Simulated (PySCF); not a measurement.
# How methods differ on the interval between two levels of Sn

Sn [Kr] 4d10 5s2 5p2 [3P2, M_J = 2] → Sn [Kr] 4d10 5s1 5p3 [5S2, M_J = 2], as a difference of total energies. Computed with PySCF 2.14 in x2c-TZVPall-2c (8s9p5d2f, 74 functions), with the two-component X2C-1e Hamiltonian. Correlated levels: [Ar] 3d10 frozen; the 6 highest virtual spinors dropped. "Screened" scales the spin-orbit matrix elements by Boettger's factors to mimic the two-electron term; Breit and QED terms are absent.

```json
{"method": "GHF (spin-free)", "interval between two levels (cm⁻¹)": "23648", "error (cm⁻¹)": "-12550"}
{"method": "GMP2 (spin-free)", "interval between two levels (cm⁻¹)": "36045", "error (cm⁻¹)": "-153"}
{"method": "GHF (screened spin-orbit)", "interval between two levels (cm⁻¹)": "22719", "error (cm⁻¹)": "-13478"}
{"method": "GMP2 (screened spin-orbit)", "interval between two levels (cm⁻¹)": "34974", "error (cm⁻¹)": "-1224"}
```

Reference: 36198 cm⁻¹ (measured; NIST Handbook of Basic Atomic Spectroscopic Data (Sansonetti and Martin, J. Phys. Chem. Ref. Data 34, 1559 (2005))).

The spin-free rows relax to the high-spin LS determinant and lack the spin-orbit shift.

Errors of the correlated levels include the incompleteness of this basis and the frozen core.

The labels give the starting determinants; with spin-orbit coupling the two ends relaxed to ⟨J²⟩ = 6.01, ⟨L²⟩ = 2.32, ⟨S²⟩ = 1.88 and ⟨J²⟩ = 6.01, ⟨L²⟩ = 0.03, ⟨S²⟩ = 6.00.
